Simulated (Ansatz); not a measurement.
Compare A (`O/C(F)=N/[SiH3]`) with its isomer B (`OC1(F)N[SiH2]1`).

Calculated with Ansatz (gas phase, PBE0-D4/def2-TZVP geometries, no zero-point term in ΔE). CCSD(T)/CBS adds triple-zeta CCSD(T) − MP2 to the extrapolated MP2 energy (def2 sets, frozen cores). Functionals use def2-TZVPP. B3LYP here is the variant with VWN-RPA as its local correlation; programs differ in this. Each species was taken in one conformer, which may not be the lowest.

(1) Which is lower in electronic energy at CCSD(T)/CBS, and by how much? (An estimate is asked.)

(2) Give E(B) − E(A) in kcal/mol with r2SCAN-D4, B3LYP-D4, B3LYP, B2PLYP, CCSD(T)/def2-SVP, LDA (SPW92), PBE-D4. (Estimate.)

(3) Does the order hold for the free energy at 298.15 K (harmonic terms from PBE0-D4)? (Estimate.)

Largest T1 diagnostic: 0.013.

Results:

(1) Computed: A, by 32.0 kcal/mol.

(2) The calculation gave: r2SCAN-D4 33.3, B3LYP-D4 34.8, B3LYP 35.3, B2PLYP 35.2, CCSD(T)/def2-SVP 37.2, LDA (SPW92) 26.7, PBE-D4 30.3. None reverses the order clearly.

(3) Ansatz gave: Yes: G(B) − G(A) = +33.6 kcal/mol, for one conformer each. Modes under 60 cm⁻¹, often nearly free rotors, make the harmonic entropy too high.

Leaving LDA and LC-ωPBE aside and taking each functional with its dispersion term where it has one, the values, not all of them listed here, spread over 5.9 kcal/mol, from PBE-D4 to BHLYP-D4. LDA lies −3.8 kcal/mol from PBE without D4. In def2-TZVPP, CCSD(T) changes the Hartree–Fock value by −9.4 kcal/mol (the triples alone add −0.5 kcal/mol) and MP2 by −9.5 kcal/mol.
